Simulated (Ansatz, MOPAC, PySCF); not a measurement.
Species: GeCl, net charge 1, singlet state. SMILES of the parent species: [Cl][Ge]
Structure (B3LYP-D3(BJ)/def2-TZVP (Ansatz, a first-principles code) minimum search):
```
Cl
Ge 1 2.0768
```
Charge +1, spin multiplicity 1.

Unscaled harmonic wavenumbers (cm⁻¹) in rising order, each level at the stationary point that it reaches from this structure (no distance between atoms moves by over 0.3 Å); the order of modes can differ between levels, and a negative number is imaginary. B3LYP-D3(BJ)/def2-TZVP (PySCF, at the structure above): 493.

PM7 (MOPAC): 424. Zero-point energy 0.6 against 0.7 kcal/mol; where all levels lie over 400 cm⁻¹, the wavenumbers are on average 0.860 times those of B3LYP-D3(BJ)/def2-TZVP.

HF/6-31G* with LANL2DZ past Ar (Ansatz): 470. Zero-point energy 0.7 against 0.7 kcal/mol; where all levels lie over 400 cm⁻¹, the wavenumbers are on average 0.953 times those of B3LYP-D3(BJ)/def2-TZVP.
